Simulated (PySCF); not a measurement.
Question: Write a Z-matrix for InChI=1S/CH9BSi2/c2-1-4-3/h1-2,4H2,3H3 as optimised with PBE0-D3(BJ)/def2-SVP.

Answer: 
Z-matrix in Å and degrees, rows numbered from 1:
```
B 
C   1  1.5377
Si  2  1.9119  1  105.23
Si  3  2.3474  2  111.81  1    56.01
H   1  1.2120  2  120.36  3   -85.99
H   1  1.2108  2  121.07  3    89.26
H   2  1.1013  1  115.68  3  -115.37
H   2  1.1021  1  114.63  3   113.64
H   3  1.4955  2  110.33  1   -66.02
H   3  1.4969  2  107.96  1   176.18
H   4  1.4963  3  109.81  2    50.09
H   4  1.4956  3  110.27  2   169.89
H   4  1.4954  3  110.60  2   -69.82
```

Si4 (SiH3 silicon) is tetrahedral (angles from 108.7° to 110.6°). Si3 (SiH2 silicon) is tetrahedral (angles from 108.0° to 111.8°). B1 (three-coordinate boron) is planar (angles 121.1°, 120.4° and 118.4°, sum 359.8°, 0.03 Å off the plane of its three neighbours).

The calculation used PySCF 2.14.0, PBE0-D3(BJ)/def2-SVP geometry optimisation, gas phase.

Point group: C1 (no symmetry element, even within 0.4 Å). No PBE0-D3(BJ)/def2-SVP frequencies stand behind this structure, so it isn't proved a minimum. One conformer, not necessarily the lowest (H–B1–C2–Si3 -86° and 89°, B1–C2–Si3–Si4 56°).
